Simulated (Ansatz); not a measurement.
A set of 12 reactions (silylene extrusion), with CCSD(T)/CBS values in kJ/mol:

```
                                            reaction     ΔE
                   `C[Si](C)(F)S` → `C[Si]F` + CH₃SH  325.8
              `FC1C=C1[SiH3]` → `FC1C=C1` + `[SiH2]`  258.1
        `NC[SiH2][SiH2]Cl` → `NC[SiH2]Cl` + `[SiH2]`  225.4
                  `CC[SiH](F)Br` → `CCBr` + `F[SiH]`  356.8
               `C[SiH](Cl)C#CO` → `C#CO` + `C[Si]Cl`  243.6
                    `CO[SiH](C)Cl` → `CO[Si]C` + HCl  299.9
            `F[SiH2][SnH3]` → `[SiH2]` + `[F][SnH3]`  327.1
                  `CO[Si](C)(N)O` → `COC` + `N[Si]O`  340.3
                  `CO[SiH](C)Cl` → `COC` + `[SiH]Cl`  394.9
`O[SiH](Cl)[Si](O)(O)O` → `O[Si](O)(O)Cl` + `O[SiH]`  171.8
                  `FCC[SiH2]Cl` → `FCCCl` + `[SiH2]`  392.9
                    `C[Si](C)(F)S` → `CF` + `C[Si]S`  416.2
```

Gas-phase electronic energies from Ansatz, PBE0-D4/def2-TZVP geometries. CCSD(T)/CBS adds triple-zeta CCSD(T) − MP2 to the extrapolated MP2 energy (def2 sets, frozen cores). This one scheme is used for every species. DFT in def2-TZVPP. B3LYP here is the variant with VWN-RPA as its local correlation; programs differ in this. Elements past krypton have def2 core potentials. For Br, Sn outer-core shells are correlated without core-valence functions, which leaves a few kJ/mol of doubt a bond. Scalar relativity is left out up to krypton. One conformer a species, not always the lowest.

**Question.** Give the mean, mean absolute and largest difference (level minus CCSD(T)/CBS, kJ/mol) for: PBE-D4, PBE0-D4, ωB97X-V, ωB97M-V, PBE, r2SCAN, B3LYP, HF/def2-TZVPP, SCS-MP2/def2-TZVPP, CCSD/def2-TZVPP, HF/def2-QZVPP, SCS-MP2/def2-QZVPP, HF/CBS(def2), MP2/CBS(def2). (Estimate.)

**Answer.** Ansatz gave: 
```tsv
level	mean	mean absolute	largest
PBE-D4	-6.4	11.5	-25.8
PBE0-D4	7.9	9.4	20.2
ωB97X-V	6.6	6.7	11.1
ωB97M-V	-7.0	7.0	-10.0
PBE	-16.0	17.3	-38.9
r2SCAN	14.2	14.2	21.1
B3LYP	-24.1	24.1	-35.9
HF/def2-TZVPP	-15.0	15.9	-26.9
SCS-MP2/def2-TZVPP	-0.5	2.9	7.5
CCSD/def2-TZVPP	-9.5	9.5	-12.7
HF/def2-QZVPP	-14.8	15.7	-26.6
SCS-MP2/def2-QZVPP	4.2	4.5	9.7
HF/CBS(def2)	-14.8	15.7	-26.6
MP2/CBS(def2)	20.6	20.6	26.3
```

The largest T1 diagnostic in the set is 0.016, for `O[SiH]` (customary mark 0.02).

CCSD(T)/CBS is a level of theory with its own doubt, and the functionals carry their triple-zeta basis error, so these figures describe this set and don't rank the functionals.
